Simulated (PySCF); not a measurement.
C₂H₄Cl₂Si₂, SMILES [SiH3]C#C[SiH](Cl)Cl.

Geometry optimised at PBE-D3(BJ)/def2-SVP. The structure was generated by enumeration, and PubChem lists no compound with its InChIKey, so it may never have been made.

These are PySCF with PBE-D3(BJ)/def2-SVP values and carry that method's errors.

Frequencies are harmonic and unscaled.

A small imaginary wavenumber (i) marks a very flat motion, where grid noise or a shallow saddle decides the sign.

Computed normal modes with their intensities:
```tsv
mode	ν (cm⁻¹)	IR (km/mol)	moving atoms (share of kinetic energy)
1	19i	0.0	H 97 %
2	51	0.1	Cl 56 %, Si 25 %, C 12 %
3	72	0.8	C 41 %, Si 27 %, Cl 22 %, H 10 %
4	158	3.9	Cl 65 %, C 19 %, Si 14 %
5	186	3.0	C 63 %, Cl 20 %, H 12 %
6	221	6.8	C 34 %, Cl 32 %, Si 25 %, H 9 %
7	337	4.1	C 56 %, Si 19 %, Cl 15 %, H 10 %
8	365	2.2	C 86 %
9	432	22.2	Si 68 %, C 22 %
10	527	51.1	Si 52 %, Cl 40 %
11	584	116.2	Si 57 %, Cl 36 %
12	651	39.3	H 74 %, C 15 %, Si 10 %
13	652	34.6	H 74 %, C 16 %, Si 10 %
14	774	149.0	H 88 %
15	784	139.2	H 89 %, Si 9 %
16	810	468.8	C 65 %, Si 33 %
17	888	192.2	H 91 %
18	903	35.8	H 97 %
19	903	35.8	H 97 %
20	2157	5.3	C 96 %
21	2180	79.5	H 95 %
22	2187	71.2	H 96 %
23	2188	69.6	H 96 %
24	2225	73.8	H 97 %
```
